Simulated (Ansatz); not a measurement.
Pair of molecules: C2H4 (SMILES C=C) (first 6 atoms) with CH4O (SMILES CO); geometry from B3LYP-D3(BJ)/def2-TZVP, rigid monomers moved along the line of their centres of mass till C1···H12 is 4.35 Å.
(charge 0, multiplicity 1):
```xyz
12

C      0.7019     0.2081     0.0238
C     -0.6063     0.0269    -0.1008
H      1.1658     1.1668    -0.1740
H      1.3615    -0.5962     0.3268
H     -1.0691    -0.9328     0.0955
H     -1.2663     0.8298    -0.4059
C     -0.3863    -0.6250     5.6529
O     -0.5184     0.6955     5.1560
H     -1.1623    -1.2947     5.2631
H     -0.4929    -0.5739     6.7360
H      0.5951    -1.0580     5.4249
H     -0.4261     0.6661     4.1954
```

Interaction energies are E(AB) − E(A) − E(B) at the monomers' geometry in the complex; basis-set methods are counterpoise corrected.

Correlated levels freeze the cores.

Programs: Ansatz (a program for electronic structure) with Gaussian orbitals. Values without a source in brackets are computed.

### Question
Estimate the interaction energy that PBE/def2-TZVPPD returns for this input.

### Answer
-18 meV
